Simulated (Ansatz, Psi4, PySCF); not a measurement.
titanium atom (Ti), triplet. Base run: BHANDHLYP/aug-cc-pVDZ in PySCF.

Here is a job for PySCF.
```python
from pyscf import gto, scf, dft

mol = gto.M(
    atom='''
Ti    0.00000000    0.00000000    0.00000000
''',
    basis='aug-cc-pvdz',
    spin=2,
    verbose=4,
)

mf = dft.UKS(mol)
mf.xc = 'bhandhlyp'
mf.kernel()
```

The same geometry, method and basis name were run in Ansatz (a first-principles code) and Psi4 and PySCF, at each program's defaults and at the settings that a row names. The base is PySCF at its defaults. Differences at the defaults can come from grids, fitting, cores and function types together. The rows with settings made alike still differ; the cause (another SCF solution, basis table, core potential or functional code) wasn't traced.

```csv
code and settings,ΔE vs base (mEh),basis functions,E (Eh),SCF cycles,outcome
"PySCF, defaults (exact integrals, its default grid, spherical functions)",0.000,59,-849.34977,24,converged
"Psi4, defaults (density fitting with its default set, its default grid, spherical functions)",25.485,59,-849.32429,18,another SCF solution
"Ansatz, defaults (factorised integrals, its default grid, spherical functions)",-9.248,59,-849.35902,-,converged
"PySCF, density fitting with def2-universal-jkfit",-,59,-,50,not converged
"PySCF, fine grid",-0.008,59,-849.34978,18,converged
"Psi4, exact integrals, spherical functions, fine grid",25.492,59,-849.32428,22,another SCF solution
"Ansatz, high accuracy",-9.248,59,-849.35902,-,converged
```

A guess, shift, damping, solver or small numerical setting can't move a converged solution much, so rows marked as another SCF solution ended in a different state.

Open shells are given as the SCF converged; they aren't shown to be the lowest states, and a large step between rows can be another state.
